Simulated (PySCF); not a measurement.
**Löwdin shares of the frontier orbitals**

C₄H₉NSi₂.
Atom-mapped SMILES: `[N:1]#[C:2][Si@@H:3]([SiH3:4])[CH:5]1[CH2:6][CH2:7]1` (hydrogens: H8 on Si3; H9, H10, H11 on Si4; H12 on C5; H13, H14 on C6; H15, H16 on C7)

Theory: TDDFT PBE0/def2-SVPD, vertical, gas phase, core orbitals frozen in the response in PySCF. One conformer (not necessarily the lowest) at the GFN2-xTB geometry, without solvent, vibrations or thermal averaging. Torsions of this conformer, `[N:1]#[C:2][Si@@H:3]([SiH3:4])[CH:5]1[CH2:6][CH2:7]1`: C2–Si3–C5–C6 85°.

Frontier orbitals with the atoms that hold most of them (Löwdin shares over 4%, at most four atoms; ? is withheld):

```
orbital  ε (eV)                             atoms
 LUMO+2   -0.08    Si4 25%, Si3 23%, C2 9%, H8 9%
 LUMO+1   -0.51  Si3 27%, Si4 19%, C2 15%, N1 14%
   LUMO       ?                                 ?
   HOMO   -8.44                                 ?
 HOMO-1   -8.86     C5 27%, C7 25%, C6 10%, N1 8%
 HOMO-2   -9.42    N1 21%, C2 17%, C5 14%, C6 14%
 HOMO-3   -9.55    C5 16%, N1 15%, C7 13%, C2 12%
```

Which atoms hold the LUMO, and with what shares?

Si3 (bonded to 2 C, Si and H) 25%; C2 (bonded to N and Si) 18%; Si4 (bonded to Si and 3 H) 17%; N1 (bonded to C) 16%. By element: silicon 42%, carbon 18% or more, nitrogen 16%.

Give the leading atoms of the HOMO.

C6 (bonded to 2 C and 2 H) 18%; Si3 (bonded to 2 C, Si and H) 17%; Si4 (bonded to Si and 3 H) 17%; C5 (bonded to 2 C, Si and H) 16%. By element: silicon 34%, carbon 34% or more.

What is the LUMO energy, and the HOMO–LUMO gap?

ε(LUMO) = -0.70 eV; the gap is 7.73 eV (0.2842 hartree).

The HOMO–LUMO gap is 7.73 eV. Where does the response calculation put the lowest singlet, and from which orbitals?

S1 is at 6.62 eV (f = 0.043), 1.12 eV below the gap, made of HOMO→LUMO (75%). 

Give energy, strength and leading configuration of S1 and S2, and follow the Löwdin shares of the leading atoms from the occupied to the empty orbital.

- S1 (6.62 eV, f 0.043), HOMO→LUMO (75%): C6 18% → at most 16%, Si3 17% → 25%, C2 at most 16% → 18%
- S2 (6.71 eV, f 0.021), HOMO→LUMO+1 (77%): C6 18% → at most 14%, Si3 17% → 27%, Si4 17% → 19%

Löwdin shares depend on the basis, the more so with diffuse functions.
